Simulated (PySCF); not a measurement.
Problem. Write a Z-matrix for `[H][Bi]([CH3])[CH3]` (BiMe2H) as optimised with PBE0-D3(BJ)/def2-SVP.

Solution. 
Z-matrix in Å and degrees, rows numbered from 1:
```
Bi
C   1  2.2761
H   2  1.0989  1  108.57
H   2  1.0974  1  109.69  3  -120.09
H   2  1.0987  1  109.45  3   119.26
C   1  2.2757  2   93.15  3    74.93
H   6  1.0985  1  109.37  2   158.02
H   6  1.0979  1  109.68  2    37.63
H   6  1.0989  1  108.81  2   -82.56
H   1  1.8037  2   92.24  3   167.21
```

Bi1 (bismuth bonded to 2 C and H) is pyramidal (angles 93.1°, 92.2° and 92.1°, sum 277.5°, 1.15 Å off the plane of its three neighbours).

The calculation used PBE0-D3(BJ)/def2-SVP geometry optimisation, gas phase, def2 core potentials past Kr (PySCF 2.14.0).

Point group: near Cs, missed by 0.15 Å at most; the miss may be what the optimiser left on a soft mode. Stationary, but not proved a minimum.

***

Write Cartesian coordinates for `I[Si](I)(I)I` as optimised with PBE0-D3(BJ)/def2-SVP.

```
atom  x, y, z in Å
I1    -1.460    1.065   -1.631
Si2    0.007   -0.008   -0.006
I3     1.961    1.402    0.373
I4    -1.190   -0.315    2.097
I5     0.716   -2.176   -0.872
```

Any rigid rotation of these coordinates is as good. Atoms count from 1 in this order. Si2 (four-coordinate silicon) is tetrahedral (angles from 109.2° to 109.7°). All 4 I–Si bonds measure 2.439 to 2.440 Å.

Bonds between heavy atoms (Å): I1–Si2 2.439, Si2–I3 2.439, Si2–I4 2.440, Si2–I5 2.440.

Computed with PBE0-D3(BJ)/def2-SVP geometry optimisation, gas phase, def2 core potentials past Kr (PySCF).

Point group: Td (tolerance 0.08 Å). Whether it is a minimum is left open (no frequencies).
